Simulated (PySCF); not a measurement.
**From a computed spectrum to the compound**

A species of 3 atoms with charge 0 has these harmonic modes (PBE0, small Gaussian bases with core potentials, PySCF 2.14.0):

```csv
cm⁻¹,km/mol,symmetry
30,27.6,a1
283,3.2,a1
309,85.1,b2
```

Question: Which species is it, and in which structure?

Answer: TmCl2 (singlet in the valence; each metal's 4f electrons, 13 of them, lie in its core potential, out of spins and levels):
```xyz
3

Tm    0.0000    0.0000   -0.1711
Cl    2.5005    0.0000    0.4134
Cl   -2.5005    0.0000    0.4134
```
Ideal gas at 298.15 K and 1 bar: S = 324.5 J/(mol K), Cp = 55.6 J/(mol K), H − H(0 K) = 14.5 kJ/mol (rigid rotor, harmonic modes, spin degeneracy alone, that of the 4f electrons in the core included; the modes under 60 cm⁻¹ make these uncertain). An lcecp potential fixes the number of 4f electrons, so in runs with it no electron can move into or out of that shell.
 Other answers can fit too; this one was computed.
